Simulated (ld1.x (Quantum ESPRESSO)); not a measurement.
Au (Z = 79): excitation energies, all-electron against TM

gold (Au), norm-conserving Troullier–Martins (Kleinman–Bylander form), made with ld1.x (Quantum ESPRESSO) 7.5 (PBE, scalar-relativistic). Core [Xe] 4f14, reference 5d9.5 6s0 6p0 (charge +1.5). Waves: 6s (bound, empty): rc 2.15 bohr; 5d (bound): rc 1.60 bohr; 6p (bound, empty): rc 2.80 bohr. Local part: the p channel. Core correction: Bessel-smoothed model core inside 1.50 bohr.

Energies are relative to the spin-unpolarised reference configuration 5d9.5 6s0 6p0; without spin polarisation the order of configurations can differ from experiment.

Task: Give the all-electron excitation energy and the error of the potential for: 5d10 6s1 6p0; 5d10 6s0 6p0; 5d9 6s0 6p0; 5d8 6s0 6p0; 5d9 6s1 6p0; 5d7 6s0 6p0; 5d9 6s2 6p0.

Result:

```
valence configuration  charge  ΔE all-electron (eV)  error AE − PS (meV)
         5d10 6s1 6p0       0               -18.511                  -36
         5d10 6s0 6p0      +1                -9.103                  -30
          5d9 6s0 6p0      +2                12.105                  -40
          5d8 6s0 6p0      +3                45.982                 -411
          5d9 6s1 6p0      +1                -6.388                  -40
          5d7 6s0 6p0      +4                93.694                -1259
          5d9 6s2 6p0       0               -16.818                  -75
```

Levels in the configuration 5d7 6s0 6p0:

| level | all-electron (eV) | pseudo (eV) |
| --- | --- | --- |
| 5d | -54.984 | -56.077 |
